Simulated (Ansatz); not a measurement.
Consider the substitution at a C–N bond: `CNB(F)F` + `[OH][Al]([OH])[Br]` → `C[O][Al]([OH])[Br]` + `NB(F)F`.

Gas-phase electronic energies from Ansatz, PBE0-D4/def2-TZVP geometries. CCSD(T)/CBS is the MP2 limit (def2-TZVPP, def2-QZVPP) plus CCSD(T) − MP2 in def2-TZVPP, frozen cores. Functionals use def2-TZVPP. HSE06 is defined as in plane-wave codes. For Br outer-core shells are correlated without core-valence functions, which leaves a few kJ/mol of doubt a bond. Scalar relativity is left out up to krypton. Each species was taken in one conformer, which may not be the lowest.

```tsv
level	ΔE (kcal/mol)	difference from CCSD(T)/CBS
LDA (SPW92)	6.7	0.4
PBE-D4	6.0	-0.3
BLYP-D4	5.0	-1.3
r2SCANh-D4	5.7	-0.6
r2SCAN0-D4	5.7	-0.6
B2PLYP	5.5	-0.8
PBE-QIDH	6.2	-0.1
r2SCAN	5.6	-0.7
r2SCANh	5.7	-0.6
r2SCAN0	5.8	-0.5
HSE06	6.0	-0.3
RPA@PBE/def2-TZVPP	5.5	-0.8
CCSD/def2-TZVPP	5.8	-0.5
MP2/def2-QZVPP	6.7	0.4
HF/CBS(def2)	3.9	-2.4
MP2/CBS(def2)	6.8	0.5
CCSD(T)/CBS	6.3	0
```

Largest T1 diagnostic among the species: 0.011.

At CCSD(T), def2-SVP lies −1.3 kcal/mol from the extrapolated value and def2-TZVPP −0.4 kcal/mol. In def2-TZVPP, CCSD(T) changes the Hartree–Fock value by +2.0 kcal/mol (the triples alone add +0.2 kcal/mol) and MP2 by +2.5 kcal/mol. Leaving LDA and LC-ωPBE aside and taking each functional with its dispersion term where it has one, the values, not all of them listed here, spread over 1.5 kcal/mol, from BHLYP-D4 to revPBE-D4.
